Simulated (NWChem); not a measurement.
Correlation energy of vinylidene fluoride (C2H2F2)

```
C
F 1 1.3104
F 1 1.3104 2 109.99
C 1 1.3238 2 125.00 3 180.00
H 4 1.0882 1 119.64 2 180.00
H 4 1.0882 5 120.71 1 180.00
```
Charge 0, spin multiplicity 1.

Program: NWChem. The geometry was optimised at PBE0/def2-SVP, a minimum by its harmonic frequencies.

Basis set: cc-pVDZ. Each correlation energy counts from its own Hartree-Fock reference.

| method | correlation energy (mHa) | difference from CCSD(T) |
|---|---|---|
| CCSD+T(CCSD) | -671.9 | -1.3 |
| CCSD | -654.0 | +16.6 |
| MP2 | -631.7 | +38.8 |
| RI-MP2 | -631.7 | +38.8 |
| CR-CCSD[T] | -667.7 | +2.9 |
| CCSD(T) | -670.5 | 0.0 |
| CR-CCSD(T) | -666.7 | +3.9 |
| SCS-MP2 | -613.3 | +57.3 |

The values span 58.6 mHa, from CCSD+T(CCSD) (lowest) to SCS-MP2 (highest). 

The correlated methods keep 4 core orbitals frozen. Coupled-cluster values serve here as a point of comparison, not as the truth.
